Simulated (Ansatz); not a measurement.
Consider the ligand exchange at the Al–O bond: `[CH3][AlH][O][SiH2]O` + silanol → `[CH3][AlH][O][SiH3]` + `O[SiH2]O`.

Isolated molecules relaxed with PBE0-D4/def2-TZVP in Ansatz; ΔE leaves out vibrations. CCSD(T)/CBS is the MP2 limit (def2-TZVPP, def2-QZVPP) plus CCSD(T) − MP2 in def2-TZVPP, frozen cores. One conformer a species, not always the lowest.

```csv
species,MP2/def2-TZVPP energy (Eh)
`[CH3][AlH][O][SiH2]O`,-723.65292
`O[SiH3]`,-366.58654
`[CH3][AlH][O][SiH3]`,-648.45708
`O[SiH2]O`,-441.78310
```

Task: Work out ΔE.

Result: ΔE = (-648.45708) + (-441.78310) − (-723.65292) − (-366.58654) = -0.00072 Eh = -0.5 kcal/mol. CCSD(T)/CBS gives -0.4 kcal/mol.

Largest T1 diagnostic among the species: 0.012.

Leaving LDA and LC-ωPBE aside and taking each functional with its dispersion term where it has one, the values, not all of them listed here, spread over 0.1 kcal/mol, from revPBE-D4 to B97M-V.
